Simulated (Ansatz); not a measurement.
Mulliken charges of `[Br][SbH][Br]` from r2SCAN/def2-TZVPP in Ansatz (PBE0-D4/def2-TZVP geometry).

```csv
atom,x (Å),y (Å),z (Å),charge (e)
Br1,-2.113,0.124,-0.155,-0.299
Sb2,0.290,-0.026,-0.843,0.674
Br3,1.162,-1.546,0.946,-0.299
H4,0.716,1.386,0.033,-0.076
```

Problem. By hand: the dipole of these point charges (1 e Å = 4.8032 D).

Solution. Σ q r = (0.425, 0.302, -0.807) e Å, of length 0.961 e Å = 4.62 D.

Problem. How does the dipole of the full density compare? (An estimate is asked.)

Solution. Ansatz gave: (0.236, 0.213, -0.380) e Å, 2.38 D; the point charges give 1.94 times that, at 8° from its direction.

Point charges leave out the atoms' own dipoles, such as those of lone pairs, and Mulliken's split depends on the basis, so the two needn't agree.
